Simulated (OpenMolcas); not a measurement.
# Computed levels of Br I

```yaml
Program: OpenMolcas 26.06
Method: "SS-CASPT2, IPEA 0.25 Eh, imaginary shift 0.1 Eh (closed shells correlated: 3d 4s)"
Basis: ANO-RCC-VTZP [6s5p3d1f]
Scalar_Hamiltonian: DKH2, point nucleus
Active_space: 5 electrons in 3 orbitals (4p)
State_averaging: 2S+1 = 2 odd, 3 roots
Spin-orbit_coupling: RASSI with atomic mean-field integrals over the reference wave functions, term energies averaged over their components
```

With spin-orbit coupling, above the lowest level:

| Configuration | Term | J | E (cm⁻¹) | Measured (cm⁻¹) | g | Term weight % |
| --- | --- | --- | --- | --- | --- | --- |
| 4s² 4p⁵ | ²P° | 3/2 | 0.0 | 0.0 | 1.334 | 100 |
| 4s² 4p⁵ | ²P° | 1/2 | 3395 | 3685 | 0.666 | 100 |

Against the measured value (NIST Handbook of Basic Atomic Spectroscopic Data): 4s² 4p⁵ ²P°_1/2: computed 3395, measured 3685 cm⁻¹ (-7.9 %).

Spin-orbit coupling puts the lowest level 1132 cm⁻¹ below the lowest spin-free term.

Measured partners are found by configuration, term and J. A level has none where our copy of the source lacks it or the pairing is in doubt (some pairs that miss far off the trend of their configuration count as doubtful), and it then counts in no deviation. Only configurations of the active space appear.

The term weight is that of the spin-free term in the level, not the purity of its configuration. ° marks odd parity.
